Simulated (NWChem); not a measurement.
Molecule: thiophenol (C$_{6}$H$_{6}$S); SMILES Sc1ccccc1

```xyz
13

S     -0.0671    -2.2996     0.0000
C      0.0022    -0.5129     0.0000
C     -1.2131     0.1860     0.0000
C     -1.2169     1.5802     0.0000
C     -0.0158     2.2929     0.0000
C      1.1933     1.5958     0.0000
C      1.2078     0.2002     0.0000
H      1.2642    -2.5137     0.0000
H     -2.1532    -0.3591     0.0000
H     -2.1657     2.1102     0.0000
H     -0.0224     3.3791     0.0000
H      2.1359     2.1370     0.0000
H      2.1572    -0.3287     0.0000
```
Atoms are numbered in this order, from 1.

Program: NWChem. All runs use the structure optimised with B3LYP/6-31G* (spherical d). Level: M05-2X/def2-SVP with SMD (1 M gas to 1 M solution), gas-phase geometry.

**Question.** Predict the results for solvent anisole. Quantities: solvation free energy (kcal/mol); cavity-dispersion-structure term (kcal/mol); dipole in solution (D).

**Answer.** 
* **solvation free energy (kcal/mol)**: -7.4
* **cavity-dispersion-structure term (kcal/mol)**: -3.1
* **dipole in solution (D)**: 1.47
